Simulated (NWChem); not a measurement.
C2H7GaO; SMILES C[O][GaH][CH3]

```xyz
11

Ga    -0.3443     0.3988     0.0001
H     -1.9020     0.1980    -0.0001
C      0.7311     2.0280    -0.0001
H      0.5039     2.6439     0.8840
H      0.5123     2.6374    -0.8908
H      1.8013     1.7781     0.0057
O      0.6098    -1.1158     0.0003
C      0.1004    -2.4117    -0.0002
H      0.4476    -2.9680    -0.8908
H      0.4516    -2.9701     0.8875
H     -1.0076    -2.4532     0.0022
```
Atoms are numbered in this order, from 1.

Structure relaxed at the PBE0/def2-SVP level.

Task: List the 4 lowest vertical singlet excitations from Hartree-Fock/6-31G* (spherical d), CIS (NWChem).

Result: 
```csv
state,energy (eV),oscillator strength,leading excitation (squared amplitude)
S1,6.97,0.004,HOMO → LUMO (0.93)
S2,7.71,0.010,HOMO−2 → LUMO (0.91)
S3,8.01,0.062,HOMO−1 → LUMO (0.88)
S4,8.60,0.008,HOMO−1 → LUMO+2 (0.83)
```
